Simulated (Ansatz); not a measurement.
Ansatz (a program for electronic structure) input:

Ansatz 0.2 input:
```yaml
crystal:
  periodic: [false, false, false]
  atoms:
    - {symbol: I, position_ang: [1.87422545, -0.88355882, 0.46690398]}
    - {symbol: C, position_ang: [-0.16526209, -0.22056752, 0.03739057]}
    - {symbol: C, position_ang: [-1.25669677, -1.10990928, 0.13500003]}
    - {symbol: C, position_ang: [-2.38479689, -0.46125140, -0.17678381]}
    - {symbol: Se, position_ang: [-2.10921533, 1.47163496, -0.65107077]}
    - {symbol: C, position_ang: [-0.30429548, 1.08187913, -0.32280382]}
    - {symbol: H, position_ang: [-3.41601070, -0.78159571, -0.22140734]}
    - {symbol: H, position_ang: [0.46169021, 1.83371891, -0.42491520]}
basis:
  gaussian:
    orbitals: def2-TZVPD
hamiltonian:
  xc: {name: r2SCAN0}
total_charge: -1
output: {forces: true}
```

### Question
Predict the final energy.

### Answer
-2852.87230 Eh (r2SCAN0/def2-TZVPD). The basis has 282 functions.

It need not be the lowest isomer of its formula. Whether it binds its extra electron was not tested at this geometry.
